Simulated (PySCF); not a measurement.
Input file for PySCF: R-B3LYP/6-31G* on AlBrFH2N (SMILES [NH2][Al]([F])[Br]), a point of a torsion scan.

```python
from pyscf import gto, scf, dft, mp
from pyscf.data.elements import chemcore

mol = gto.M(
    atom='''
    N    -1.02710578   -0.07063292   -0.09104663
    Al    0.64379228    0.41000216   -0.40168717
    F     1.44249472   -0.13956579   -1.73098594
    Br    1.74790806    1.72439195    1.03902123
    H    -1.44081262   -0.93676911   -0.40470962
    H    -1.61819128    0.33057267    0.62364941
    ''',
    basis='6-31g*',
    cart=True,
    charge=0, spin=0, verbose=3, max_memory=1800)
mf = dft.RKS(mol, xc='b3lyp')
mf.conv_tol = 1e-8
mf.max_cycle = 100
mf.kernel()
if not mf.converged:
    mf = mf.newton().run(mf.mo_coeff, mf.mo_occ)
```

Question: What total energy does the run end on?

Answer: -2972.2902 hartree.
